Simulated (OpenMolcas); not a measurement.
Consider Ti2+ and Ti2+ on neighbouring Cd sites of CdS (host space group P63mc, cell from Materials Project scaled by 0.96; 4-coordinate sites, 1 bridging S, bridge angle 109.8°, metal-metal distance 4.00 Å, mean bond 2.45 Å), as a cluster of both ions and their first shells in 18 model-potential ions and 600 fitted point charges, unrelaxed.

```xyz
9

Ti     1.0005     1.7329     0.0000
Ti    -1.0005    -1.7329     0.0000
S      1.0005    -0.5776    -0.8034
S     -3.0016    -0.5776    -0.8034
S     -1.0005     2.8883    -0.8034
S     -1.0005    -1.7329     2.4508
S      1.0005     1.7329     2.4508
S     -1.0005    -4.0436    -0.8034
S      3.0016     2.8883    -0.8034
```

Give the energies of the total-spin states at CASSCF(4,4) on the singly occupied d orbitals (ANO-RCC-VDZP on Ti and ANO-RCC-VDZ on S, scalar-relativistic DKH2, RICD, no spin-orbit coupling, OpenMolcas), and the exchange constant.

Local spins 1 and 1.

| total S | E (cm⁻¹) | natural occupations, lowest and highest |
|---|---|---|
| 2 | 0.0 | 1.000, 1.000 |
| 1 | 34.5 | 0.977, 1.023 |
| 0 | 47.8 | 0.964, 1.036 |

J = 8.0 cm⁻¹ (ferromagnetic); the ladder departs from the Heisenberg pattern by 2.6 cm⁻¹ at most.

J is defined by H = −2J S1·S2, so negative values are antiferromagnetic. Wave-function values come from the highest and lowest total spin; broken-symmetry values use Yamaguchi's formula with the computed ⟨S²⟩. The active space holds the singly occupied metal orbitals alone, without bridging-ligand orbitals. No row is a measured value. The host is partly covalent, so formal ionic charges are a crude embedding.
